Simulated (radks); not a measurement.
Results of a calculation; reference values are marked as such.
Task: Successive ionisation energies (eV) of one element, from differences of total energies of ions in their ground configurations, starting at charge 22: 749.60, 791.38, 833.78, 876.79, 920.41, 964.61, 1009.4, 1054.7, 1251.3, 1297.7, 1344.5, 1391.6, 1438.8, 1486.2, 1648.8, 1698.0, 2899.0, 3009.4, 3121.4, 3234.8, 3349.6, 3465.9. Code: a radial shooting solver on a logarithmic mesh with Libxc functionals. Model: Dirac Kohn-Sham, PBE, spin-unpolarised, spherical densities, point nucleus; open shells are shared between the two j in proportion to 2j + 1. Which element is it?

Result: Dysprosium (Z = 66). The first species listed is Dy22+ in [Kr] 4d8, the last Dy43+ in [Ar] 3d5.
